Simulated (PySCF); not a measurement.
Cl2HOTi, SMILES [OH][Ti+]([Cl])[Cl], charge +1, multiplicity 1. The structure is a stationary point at PBE-D3(BJ)/def2-SVP. The multiplicity is an assumed one; other spin states were not compared. The isomer is the one that the SMILES or the coordinates give; other isomers of the formula were not compared. One conformer was computed; it need not be the lowest.

Give the equilibrium geometry at PBE-D3(BJ)/def2-SVP (PySCF confirms it by a frequency run) as bond lengths and angles, and its point group. (Estimate from the structure and the level; the computed values follow.)

This is not unique; one that fits is point group Cs.
Atoms: Ti1 Cl2 Cl3 O4 H5. Bond lengths (Å): Ti1–Cl2 2.131, Ti1–Cl3 2.131, Ti1–O4 1.706, O4–H5 0.984. Angles (°): Cl2–Ti1–Cl3 109.1, Cl2–Ti1–O4 109.6, Cl3–Ti1–O4 109.6, Ti1–O4–H5 162.9.
Charge +1, spin multiplicity 1.
